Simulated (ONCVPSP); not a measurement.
## Ga: from the effect back to the setting (ONCV)

Base potential:

ONCVPSP 4.0.1 input, shortened (lines: element, Z, core and valence counts, functional; n l f; lmax; l rc ep ncon nbas qcut; lloc lpopt rc5 dvloc0; l nproj debl; icmod fcfact rcfact), PW91, scalar-relativistic:

```
  Ga 31.00    5    3  -109134      upf
    1    0    2.00
    2    0    2.00
    2    1    6.00
    3    0    2.00
    3    1    6.00
    3    2   10.00
    4    0    1.00
    4    1    2.00
    2
    0    1.75    0.00    5    8    3.30
    1    2.35    0.00    4    7    3.80
    2    1.05    0.00    5    9   13.60
    4    5    0.80    2.00
    0    3    1.80
    1    3    0.50
    2    3    1.70
    1    0.35    0.00
```

Cutoffs, loose and tight: the cutoffs (Ha) at which the residual kinetic energy of the hardest occupied pseudo-wave falls to 1 and 0.1 mHa per electron. They do not see the model core or the augmentation charge, which bear on the density cutoff. Test errors are all-electron minus pseudo excitation energies from the reference, over the configurations 3d10 4s2 4p1; 3d10 4s2 4p0; 3d10 4s1 4p0; 3d10 4s2 4p0.5; variants that change the core or the reference have their own tests.

Only the d radius is moved:

| d radius (bohr) | cutoff, loose | cutoff, tight | bound ghosts | largest test error (meV) |
| --- | --- | --- | --- | --- |
| 0.74 | 514 Ha | 573 Ha | s, d | -14 |
| 0.86 | 348 Ha | 408 Ha | s | -13 |
| 0.96 | 140 Ha | 310 Ha | s | -13 |
| 1.16 | 81 Ha | 90 Ha | s | -13 |
| 1.4 | 68 Ha | 77 Ha | s | -12 |
| 1.52 | 63 Ha | 71 Ha | s | -11 |

Q: One more run gave cutoff, loose: 75 Ha; cutoff, tight: 83 Ha; bound ghosts: s; largest test error (meV): -12. Which value of the d radius was used?

A: 1.26 bohr. The loose cutoff moves one way along this sweep, from 514 Ha at 0.74 to 63 Ha at 1.52 bohr, which places the run between 1.16 and 1.4 bohr.
